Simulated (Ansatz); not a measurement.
Reaction R1 → P1, each structure at its B3LYP-D3(BJ)/def2-TZVP stationary point, reached from a drawn start; harmonic modes at that level show minima.
R1, CHN (SMILES C#N) (charge 0, multiplicity 1):
```xyz
3

H      0.000     0.000    -1.093
C      0.000     0.000    -0.026
N      0.000     0.000     1.120
```
P1, CHN (SMILES [C-]#[NH+]) (charge 0, multiplicity 1):
```xyz
3

H      0.000     0.000    -1.053
N      0.000     0.000    -0.055
C      0.000     0.000     1.109
```

P less R. No zero-point or thermal terms.

Correlated levels freeze the cores.

The values were computed with Ansatz (an electronic-structure program) with Gaussian orbitals. Each number belongs to the level named beside it.

**Question.** One of these levels gives 14.87 kcal/mol for the reaction energy. Which one is it?
(A) BLYP/def2-TZVPP
(B) PBE0/def2-TZVPP
(C) SCS-MP2/cc-pVQZ

**Answer.** A, BLYP/def2-TZVPP. The others give 13.69 (PBE0/def2-TZVPP), 16.99 (SCS-MP2/cc-pVQZ)
